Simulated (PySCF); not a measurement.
Cd(OMe)(NH2) (CH₅CdNO), SMILES [NH2][Cd][O]C. Atoms are numbered in the order given.

```xyz
9

Cd     0.0804    -0.3283     0.0000
O      0.5204     1.6012     0.0000
C     -0.4503     2.6088     0.0000
H     -1.1134     2.5943    -0.8918
H      0.0535     3.5953     0.0000
H     -1.1134     2.5943     0.8918
N     -0.4308    -2.2777     0.0000
H     -0.0660    -2.7723    -0.8165
H     -0.0660    -2.7723     0.8165
```

The structure is a stationary point at B3LYP-D3(BJ)/def2-SVP. The structure was generated by enumeration; whether it is a known compound was not checked. The def2 effective core potentials stand for the cores of Cd; spin–orbit coupling is left out. One conformer was computed; it need not be the lowest.

Computed with B3LYP/def2-TZVPD (PySCF).

Mulliken values depend strongly on the basis, most of all with diffuse functions as here. ESP charges are fitted to the potential on shells at 1.4 to 2.0 van der Waals radii. Atomic charges (e):

| atom | ESP fit | Mulliken |
|---|---|---|
| Cd1 | 0.82 | 0.63 |
| O2 | -0.70 | -0.59 |
| C3 | 0.41 | -0.39 |
| H4 | -0.07 | 0.21 |
| H5 | -0.04 | 0.21 |
| H6 | -0.07 | 0.21 |
| N7 | -0.91 | -0.70 |
| H8 | 0.27 | 0.21 |
| H9 | 0.27 | 0.21 |
